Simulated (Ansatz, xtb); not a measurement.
**Two isomers of C4H2FNO2**

Structure I is `N#CC1=C(O)[C@@H](F)O1`, a singlet and structure II is `N#C[C@@H]1O[C@H](F)C1=O`, a singlet. Both are isolated molecules in the gas phase, relaxed with B3LYP/def2-SVP; the shapes shown needn't be the lowest conformers.

I (Å):

```xyz
10

C     0.9510    2.3909    0.9443
C     1.1239    1.0062    0.7250
C     0.3999   -0.1330    0.7390
C     1.7167   -0.8775    0.5726
F     1.8769   -1.6280   -0.5361
N     0.7972    3.5289    1.1240
O    -0.8685   -0.4603    0.9669
O     2.3837    0.3915    0.4891
H    -1.0496   -1.3504    0.6307
H     2.0704   -1.4463    1.4497
```

II (Å):

| atom | x (Å) | y (Å) | z (Å) |
| --- | --- | --- | --- |
| C | -0.7856 | 0.7813 | 0.1418 |
| C | 0.3752 | 0.7378 | 1.0287 |
| C | 2.2602 | -0.1243 | 0.5539 |
| C | 1.0171 | -0.6636 | 1.3055 |
| F | 2.4716 | -0.7412 | -0.6340 |
| N | -1.7068 | 0.7974 | -0.5603 |
| O | 1.6177 | 1.1241 | 0.4096 |
| O | 0.6937 | -1.6592 | 1.8575 |
| H | 0.1685 | 1.3149 | 1.9477 |
| H | 3.2217 | -0.0572 | 1.0924 |

Quicker runs give these differences E(II) − E(I): GFN2-xTB −0.152 eV; HF/STO-3G −0.985 eV (at GFN2-xTB geometries); r2SCAN-D4/def2-SVP −0.581 eV (at GFN2-xTB geometries).

Question: Estimate E(II) − E(I) at the level CCSD(T)/def2-SVP + ΔMP2/def2-TZVPP.

Answer: Calculated at CCSD(T)/def2-SVP + ΔMP2/def2-TZVPP: E(II) − E(I) = −0.664 eV, so structure II lies lower.

Level by level:

| level | geometry | E(II) − E(I) (eV) | departure from the last row (eV) | job, with rough time for the two |
| --- | --- | --- | --- | --- |
| GFN2-xTB | GFN2-xTB | −0.152 | +0.512 | optimisation, 0.47 s |
| HF/STO-3G | GFN2-xTB | −0.985 | −0.321 | single point, 3.9 s |
| r2SCAN-D4/def2-SVP | GFN2-xTB | −0.581 | +0.083 | single point, 16 s |
| B3LYP/def2-SVP | B3LYP/def2-SVP | −0.639 | +0.026 | optimisation, 3.6 min |
| HF/def2-SVP | B3LYP/def2-SVP | −0.924 | −0.260 | part of the CCSD(T) run |
| MP2/def2-SVP | B3LYP/def2-SVP | −0.746 | −0.082 | part of the CCSD(T) run |
| CCSD(T)/def2-SVP | B3LYP/def2-SVP | −0.795 | −0.131 | single point |
| CCSD(T)/def2-SVP + ΔMP2/def2-TZVPP | B3LYP/def2-SVP | −0.664 |  | single point, 4 min |

As drawn, II has 1 C–C, 1 C=O, 1 C–H in place of 1 C=C, 1 C–O, 1 O–H.

None of the levels shown reverses the order. The largest departure from CCSD(T)/def2-SVP + ΔMP2/def2-TZVPP is that of GFN2-xTB, 0.512 eV. The last row adds to CCSD(T) the change of the MP2 difference between the two basis sets, here +0.131 eV, a large step that makes the value less sure.

With thermal terms from frequencies at re-optimised GFN2-xTB minima (ideal gas, soft modes damped towards free rotors, one conformer each, 298.15 K, 1 atm): on the last row, ΔE + ΔZPE = −0.666, ΔH = −0.672, ΔG = −0.668 eV.

The correlated steps freeze 8 core orbitals. Codes used: Ansatz 0.2.0, xtb 6.7.1; the last row on 2 threads of Intel(R) Xeon(R) Processor @ 2.50GHz (Skylake/Cascade Lake) on a shared host.
